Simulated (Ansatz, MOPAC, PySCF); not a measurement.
Torsion Si1–O2–Se3–H7 in H4OSeSi (SMILES [SiH3]O[SeH]); at each angle all else is relaxed with GFN2-xTB, and the levels are single points there.
Geometry at 270° (charge 0, multiplicity 1):
```xyz
7

Si     0.8224    -0.2391     0.0813
O     -0.2555     0.9551    -0.2326
Se    -2.0569     1.0569     0.0070
H      0.4871    -1.4363    -0.6931
H      2.0084     0.4625    -0.3888
H      0.8285    -0.5664     1.5066
H     -2.3790     0.5241    -1.3146
```

On the grid 0° to 330°, 180° is the highest and 270° the lowest point at MP2/CBS(def2-TZVPP, def2-QZVPP) + ΔCCSD(T)/def2-TZVPP.

The state that AM1, PM7 reach isn't checked; PM7 holds dispersion and hydrogen-bond terms.

Programs: Ansatz (a program for electronic structure) with Gaussian orbitals; MOPAC for AM1, PM7 (differences of heats of formation); PySCF for the dispersion terms. Values without a source in brackets are computed.

Q: One of these levels gives 0.83 kcal/mol for the energy at 180° less that at 270°. Which?
A) PBE-D3(BJ)/def2-TZVPP
B) PM7
C) AM1

A: C, AM1. The others give -0.90 (PM7), 1.50 (PBE-D3(BJ)/def2-TZVPP)
